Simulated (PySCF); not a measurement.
Checking a proposed structure

A compound C6H12Si gives the data below (simulated from a calculation) and was assigned the structure `C=C1CC[Si]1(C)C`.

¹³C{¹H} NMR (computed): δ 160.8 (C), 149.6 (CH), 23.1 (CH2), 21.8 (CH3), -0.7 (CH3, 2C).

¹H NMR (300 MHz, computed): δ 6.86 (t, 1H), 1.81 (s, 3H), 1.60 (m, 2H), 0.29 (s, 6H).

Level of theory: shieldings: GIAO PBE0/pcSseg-1, geometry: GFN2-xTB, in PySCF (non-relativistic Hamiltonian, one conformer, averaged over atoms made equivalent by symmetry, fast rotation or ring inversion, no solvent model).

Chemical shifts δ = σref − σ; ¹H (31.72 ppm), ¹³C (186.93 ppm) against TMS, all at this level.

Q: Compare with the shifts computed for the proposed structure, pairing carbons in order of shift.

A: Numbering as in the mapped SMILES `[CH2:1]=[C:2]1[CH2:3][CH2:4][Si:5]1([CH3:6])[CH3:7]`; H(Xn) means a hydrogen on atom n.

| atom | computed for proposal | given list | difference |
| --- | --- | --- | --- |
| C2 | 169.3 | 160.8 | +8.5 |
| C1 | 131.5 | 149.6 | -18.1 |
| C3 | 32.0 | 23.1 | +8.9 |
| C4 | 12.4 | 21.8 | -9.4 |
| C6 | 0.5 | -0.7 | +1.2 |
| C7 | 0.5 | -0.7 | +1.2 |

The rms difference is 9.7 ppm and the largest -18.1 ppm at C1 (terminal =CH2 carbon). The carbon types in order of shift don't match either: C, CH2, CH2, CH2, CH3, CH3 for the proposal against C, CH, CH2, CH3, CH3, CH3 in the data. The proposal doesn't fit.

Q: Which isomer fits?

A: SMILES CC1=CC[Si]1(C)C.

1. Carbon types of the structure: 1 × C, 1 × CH, 1 × CH2, 3 × CH3, which accounts for all hydrogens.
2. δC 160.8: fully substituted alkene carbon; an sp2 carbon of a C=C bond.
3. δC 149.6: alkene CH; as expected for a trigonal carbon in a double bond.
4. δC -0.7: methyl carbon bonded to Si; an electropositive neighbour leaves it electron-rich and shielded.
5. δH 6.86: hydrogen on an alkene CH; a vinylic proton, deshielded by the sp2 carbon and the C=C anisotropy.

This is the structure that produced the data.

Shifts are as computed. Against solution values, carbons near 30 ppm lie about +3 ppm off and those near 130 ppm about +5 ppm. Of 1309 compounds with measured shifts, 239 miss one by over three times the rms of a fit or turn the order of signals round; such compounds aren't used in these exercises. No couplings were computed; multiplicities are counted from neighbouring protons, with m where these are inequivalent, close in shift, in a saturated or five-membered ring or joined by F or P, and br s for small geminal =CH2 splittings.
